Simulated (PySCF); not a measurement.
CH₃Si, SMILES [SiH]=C (connectivity only; charge and spin as stated), charge +1, multiplicity 1. Atoms are numbered in the order given.

```xyz
5

C      0.0000     0.0000    -1.0999
Si     0.0000     0.0000     0.5632
H      0.0000     0.9337    -1.6613
H      0.0000    -0.9337    -1.6613
H      0.0000     0.0000     2.0380
```
Charge +1, spin multiplicity 1.

The structure is a stationary point at r2SCAN-D4/def2-TZVP. A frequency run showed that this geometry is not a minimum. The spin state was assumed, not searched. The isomer is the one that the SMILES or the coordinates give; other isomers of the formula were not compared.

These are PySCF with B3LYP/def2-TZVPD values and carry that method's errors.

Computed frontier levels, gap, dipole moment and polarisability:
The highest occupied level is -13.35 eV and the lowest empty level comes out as -9.70 eV. The orbital gap is 3.65 eV, the dipole moment about the centre of nuclear charge is 2.14 D and the mean static polarisability is 35.1 bohr³ (5.20 Å³). The polarisability, principal values comes out as 25.7, 29.6, 49.9 bohr³.
